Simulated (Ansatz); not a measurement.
Species: CIr, net charge 0, doublet state. The spin state was set by rule; other spins were not relaxed. 
Coordinates optimised at B3LYP-D3(BJ)/def2-TZVP (Ansatz, a first-principles code):
```
Ir
C 1 1.6406
```
Charge 0, spin multiplicity 2.

Wanted: vertical electron affinity (to the singlet state of charge -1; a negative value means that the extra electron is unbound and the number depends on the basis; each state is the SCF solution reached for its spin; for the singlet the Hartree-Fock reference is unstable and T1 is 0.032; for the doublet the Hartree-Fock reference is unstable and T1 is 0.034), in eV. Valence correlation only, unless marked. UHF or UKS for open shells. No spin-orbit coupling. Frozen are the shells of the preceding noble gas and the d and f shells that filled before the atom's block. In def2 rows, elements after Kr have scalar-relativistic effective core potentials. Anions need diffuse functions: def2-D sets add few.  The program attaches cautions to a run behind CCSD/def2-SVPD: large difference. The program attaches cautions to a run behind CCSD(T)/def2-SVPD: large difference.

```csv
level,program,vertical electron affinity (eV)
SVWN5/def2-TZVPD,Ansatz,2.40
r2SCAN/def2-TZVPD,Ansatz,2.06
B3LYP/def2-TZVPD,Ansatz,2.08
PBE0/def2-TZVPD,Ansatz,1.93
BHLYP/def2-TZVPD,Ansatz,1.74
CAM-B3LYP/def2-TZVPD,Ansatz,1.95
wB97M-V/def2-TZVPD,Ansatz,1.79
wB97X/def2-TZVPD,Ansatz,1.92
CCSD/def2-SVPD,Ansatz,1.82
CCSD/def2-TZVPPD,Ansatz,1.91
CCSD/def2-QZVPPD,Ansatz,2.01
CCSD(T)/def2-SVPD,Ansatz,1.94
CCSD(T)/def2-TZVPPD,Ansatz,2.06
CCSD(T)/def2-QZVPPD,Ansatz,2.19
```
